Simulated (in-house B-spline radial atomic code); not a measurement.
A radial electron density 4πr²n(r) was computed for an atom or ion in its tabulated ground configuration with a B-spline radial code for spherical atoms; method: Dirac-Kohn-Sham B97-1, spherical fractional occupations, exact exchange averaged over the configuration. Columns: r (bohr), 4πr²n(r) (electrons per bohr), bar.

```
 0.00299   0.4841 #
 0.00355   0.6658 #
 0.00423    0.918 ##
 0.00503    1.255 ##
 0.00598    1.705 ###
 0.00712    2.307 #####
 0.00847    3.091 ######
  0.0101    4.118 ########
   0.012    5.391 ###########
  0.0143    6.992 ##############
   0.017    8.892 ##################
  0.0202    11.09 ######################
   0.024    13.52 ###########################
  0.0286    16.09 ################################
   0.034    18.52 #####################################
  0.0405    20.56 #########################################
  0.0481    21.86 ###########################################
  0.0573    22.18 ############################################
  0.0681    21.39 ##########################################
  0.0811    19.66 #######################################
  0.0965    17.55 ###################################
   0.115    15.82 ###############################
   0.137     15.3 ##############################
   0.162     16.3 ################################
   0.193    18.58 #####################################
    0.23    21.04 ##########################################
   0.274    22.19 ############################################
   0.326    20.94 ##########################################
   0.387    17.31 ##################################
   0.461    12.21 ########################
   0.548    7.389 ###############
   0.652    3.995 ########
   0.776    2.274 #####
   0.923    1.604 ###
     1.1    1.214 ##
    1.31   0.7749 ##
    1.55   0.3794 #
    1.85    0.124 
     2.2  0.02696 
    2.62 0.003498 
    3.12 0.0002527 
    3.71 9.487e-06
```

Question: Which atom or ion is it?
A. Ar8+
B. K8+
C. Ti9+
D. K9+

Answer: B. The area under the curve, ∫4πr²n dr = ∫r·4πr²n d(ln r) on this logarithmic grid, is 11 electrons, which only this option has. The configuration is [Ne] 3s1.
